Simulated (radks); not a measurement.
Fractional charge and spin in the 5p shell of dysprosium: the spin-up occupation runs from 2 to 3 and the spin-down occupation from 2 to 3; the fullest corner is Dy3+, [Kr] 4d10 4f(up 4.5, down 4.5) 5s2 5p(up 3, down 3). Calculated with a radial shooting solver on a logarithmic mesh with Libxc functionals: scalar-relativistic Kohn-Sham, PBE, spin-polarised, spherical densities, finite nucleus; Fermi nuclear charge, rms radius of each element as measured or else 0.836 A^(1/3) + 0.57 fm. Energy (eV) minus the two flat planes that join the four corners (they meet along the diagonal where the two added fractions sum to one electron); zero is where a piecewise linear energy would lie.

down \ up,2,2.25,2.5,2.75,3
2,0.000,-1.348,-1.792,-1.341,0.000
2.25,-1.348,-1.729,-1.217,0.182,-1.288
2.5,-1.792,-1.217,0.242,-1.170,-1.713
2.75,-1.341,0.182,-1.170,-1.655,-1.281
3,0.000,-1.288,-1.713,-1.281,0.000

Corners above the fullest one (they belong to Dy4+ and the next ion): (up 3, down 2) 60.400 eV, (up 2, down 3) 60.400 eV, (up 2, down 2) 135.79 eV. With half an added electron in each spin the energy lies 0.242 eV from the planes, and with half an added electron in spin up alone -1.792 eV. The planes are only a guide here: the flat-plane condition holds for ground states with one frontier orbital, while this shell lies below other occupied shells, so the corners above the fullest one are inner-hole states and not the ground states of those ions.
